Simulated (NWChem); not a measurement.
Molecule: GeH₃I; SMILES [GeH3][I]

Results from NWChem. Structure relaxed at the PBE0/def2-SVP level. def2 effective core potentials on I; no spin-orbit coupling. Level PBE/def2-SVP: single points from the atomic guess with DIIS by default; each run changes one setting, and all converged runs end within 0.3 mHa of each other.

Which setting needs the most SCF iterations, or fails (no level shifting; defaults; no DIIS, 40 % damping; DIIS on 3 Fock matrices; level shift of 0.5 Ha throughout)?

no DIIS, 40 % damping, with 20 against 9 for the defaults.
```tsv
setting	SCF iterations
defaults	9
no level shifting	9
no DIIS, 40 % damping	20
level shift of 0.5 Ha throughout	13
DIIS on 3 Fock matrices	9
```
